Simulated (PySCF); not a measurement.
Compound: C6H10NO (doublet state).
Atom-mapped SMILES: `[O:1][N:2]1[C@H:3]2[CH2:4][CH2:5][C@@H:6]1[CH2:7][CH2:8]2` (hydrogens: H9 on C3; H10, H11 on C4; H12, H13 on C5; H14 on C6; H15, H16 on C7; H17, H18 on C8)

Method used: PBE0-D3(BJ)/def2-SVP geometry optimisation, gas phase (PySCF).

Problem. What internal coordinates does the optimisation give?

Solution. 
```tsv
bond	length (Å)
O1–N2	1.254
N2–C3, N2–C6	1.480
C3–C4, C5–C6	1.539
C4–C5, C7–C8	1.556
C3–C8, C6–C7	1.528
C3–H9, C6–H14	1.096
C4–H10 and 3 like bonds	1.099
C4–H11 and 3 like bonds	1.099
```

Bonds in one row agree within 0.01 Å and their mean is given. A selection of angles:
```tsv
angle	degrees
O1–N2–C3	122.5
C3–N2–C6	97.7
N2–C3–C4	100.7
C4–C3–C8	109.8
C3–C4–C5	102.6
```

Dihedral angles: O1–N2–C3–C4 80° (synclinal); N2–C3–C4–C5 34° (synclinal); C3–C4–C5–C6 0° (synperiplanar); C4–C5–C6–C7 71° (synclinal); C5–C6–C7–C8 -71° (synclinal); C6–C7–C8–C3 0° (synperiplanar); O1–N2–C6–C5 -81° (synclinal); N2–C3–C8–C7 -34° (synclinal).

Of the pairs four or more bonds apart, H10···H18 is among the closest relative to their van der Waals radii: 2.42 Å, 101 % of the sum of Bondi's values. N2 (nitrogen bonded to 2 C and O) is pyramidal (angles 122.5°, 122.5° and 97.7°, sum 342.7°, 0.33 Å off the plane of its three neighbours). The C–C distances run from 1.528 Å (C6–C7, drawn single) to 1.556 Å (C7–C8, drawn single), a spread of 0.028 Å. The 5-membered ring N2–C3–C8–C7–C6 has internal angles of 97.7° to 102.7° (sum 504°, against 540° for a flat polygon); it is puckered, 0.25 Å rms from its mean plane, widest ring torsion 56°. The 5-membered ring N2–C3–C4–C5–C6 has internal angles of 97.7° to 102.6°; it is puckered, 0.25 Å rms from its mean plane, widest ring torsion 56°.

Point group: Cs (tolerance 0.08 Å). Whether it is a minimum is left open (no frequencies). ⟨S²⟩ = 0.754 (exact for a doublet: 0.75).
